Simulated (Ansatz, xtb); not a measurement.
# BHNZn: which of two isomers lies lower

Structure I: the doublet with the links of `B=[N][Zn]`. Structure II: the doublet with the links of `N=[B][Zn]`. Both are isolated molecules in the gas phase, relaxed with r2SCAN-D4/def2-SVP.

I (Å):

```xyz
4

B     0.0000    0.0000   -0.7917
N     0.0000    0.0000    0.4681
Zn    0.0000    0.0000    2.2990
H     0.0000    0.0000   -1.9754
```

II (Å):

```xyz
4

B     0.0000    0.0000   -0.3606
N     0.0000    0.0000    0.8933
Zn    0.0000    0.0000   -2.4259
H     0.0000    0.0000    1.8933
```

Energies in hartree; the thermal terms are from r2SCAN-D4/def2-SVP harmonic frequencies (ideal gas, rigid rotor, one conformer each, 298.15 K, 1 atm) and include the zero-point energy:

|  | I | II |
| --- | --- | --- |
| E, CCSD(T)/def2-TZVP | −1858.440923 | −1858.424231 |
| zero-point energy | 0.015755 | 0.017103 |
| H(298 K) − E | 0.020852 | 0.022414 |
| G(298 K) − E | −0.009837 | −0.008603 |

Work out ΔE, ΔE₀, ΔH and ΔG for I → II in kJ/mol (1 Eh = 2625.50 kJ/mol) and the equilibrium ratio [II]/[I].

1. ΔE = −1858.424231 − (−1858.440923) = +0.016692 Eh = +43.82 kJ/mol.
2. ΔE₀ = ΔE + ΔZPE = +0.016692 + (+0.001348) Eh = +47.36 kJ/mol.
3. ΔH = ΔE + (+0.001562) Eh = +47.93 kJ/mol.
4. ΔG = ΔE + (+0.001234) Eh = +47.06 kJ/mol, so ΔS = (ΔH − ΔG)/T = +2.9 J/(mol K).
5. kT = 0.9442 mEh, so K = [II]/[I] = exp(−ΔG/kT) = exp(−18.99) ≈ 5.7 × 10^−9.

Structure I is favoured at this temperature. An error of 4 kJ/mol in ΔG would change K by a factor of 5. Mirror images and further conformers aren't counted.

As drawn, II has 1 B–Zn, 1 N–H in place of 1 N–Zn, 1 B–H.

Other levels gave ΔE = +38.6 (r2SCAN-D4/def2-SVP); +57.7 (HF/def2-TZVP); +51.8 (MP2/def2-TZVP) kJ/mol. Open shells are spin-unrestricted. The correlated steps freeze 7 core orbitals; the last core shell of Zn is correlated, in a basis made for valence electrons. Programs: Ansatz 0.2.0.
